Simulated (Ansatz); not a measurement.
Geometry optimisation, RKS LDA/def2-SVP (Ansatz).

The input (input.yaml):

```yaml
crystal:
  periodic: [false, false, false]
  atoms:
    - { symbol: C, position_ang: [-0.30519, 0.17097, 1.89073] }
    - { symbol: B, position_ang: [0.39685, -1.07824, 1.18004] }
    - { symbol: B, position_ang: [1.52658, -0.84902, 0.11569] }
    - { symbol: In, position_ang: [0.26074, -0.36504, -1.77757] }
    - { symbol: "N", position_ang: [-0.69562, 1.44678, -1.91838] }
    - { symbol: H, position_ang: [0.14579, 1.13135, 1.64803] }
    - { symbol: H, position_ang: [-0.27922, 0.05661, 2.97284] }
    - { symbol: H, position_ang: [-1.35961, 0.20969, 1.61131] }
    - { symbol: H, position_ang: [-0.12492, -2.11602, 1.40159] }
    - { symbol: H, position_ang: [2.67743, -0.75422, -0.04705] }
    - { symbol: H, position_ang: [0.26378, -1.20043, -3.35433] }
    - { symbol: H, position_ang: [-1.11767, 1.80816, -1.07017] }
    - { symbol: H, position_ang: [-1.38895, 1.5394, -2.65273] }
basis:
  gaussian: { orbitals: def2-SVP }
hamiltonian:
  xc: lda
relax:
  f_tol: 0.015
  max_steps: 40
output:
  orbitals: {}
```

Run as:

```bash
$ ansatz run input.yaml --threads 2 --pin off --max-ram 3072MiB --backend cpu --events-out ev --progress --plain --runs-dir out
```

Task: Where does it end, and by what steps?

Result: It converged. After 36 steps the energy has fallen by 1.007 eV; H10 moved furthest, 1.39 Å. Joined: B2–In4, B3–H9.

| step | energy less start (eV) | largest force component (eV/Å) | accepted |
| --- | --- | --- | --- |
| 0 | 0.0000 | 1.255 | yes |
| 2 | -0.1773 | 1.087 | yes |
| 4 | -0.2421 | 0.245 | yes |
| 6 | -0.2667 | 0.095 | yes |
| 8 | -0.2943 | 0.286 | yes |
| 10 | -0.3406 | 0.659 | yes |
| 12 | -0.6191 | 0.870 | yes |
| 14 | -0.7173 | 2.315 | no |
| 16 | -0.9505 | 0.313 | yes |
| 18 | -0.9841 | 0.217 | yes |
| 20 | -0.9944 | 0.482 | yes |
| 22 | -1.0041 | 0.045 | yes |
| 24 | -1.0051 | 0.050 | yes |
| 26 | -1.0056 | 0.077 | yes |
| 28 | -1.0059 | 0.066 | yes |
| 30 | -1.0062 | 0.027 | yes |
| 32 | -1.0063 | 0.087 | no |
| 34 | -1.0066 | 0.076 | yes |
| 36 | -1.0067 | 0.011 | yes |

```xyz
13
Properties=species:S:1:pos:R:3
C -0.364 0.490 1.664
B 0.667 -0.370 0.909
B 1.587 -1.302 0.177
In 0.378 -0.318 -1.536
N -1.090 1.055 -1.437
H -0.220 1.560 1.398
H -0.226 0.402 2.764
H -1.419 0.225 1.433
H 0.506 -1.766 0.813
H 2.395 -2.108 -0.206
H 0.934 -0.587 -3.140
H -1.585 1.292 -0.573
H -1.563 1.428 -2.265
```

The run took 26 s on 2 threads of AMD EPYC 9R45 96-Core Processor (Zen 5), with other jobs on the host, peak memory 0.19 GiB.
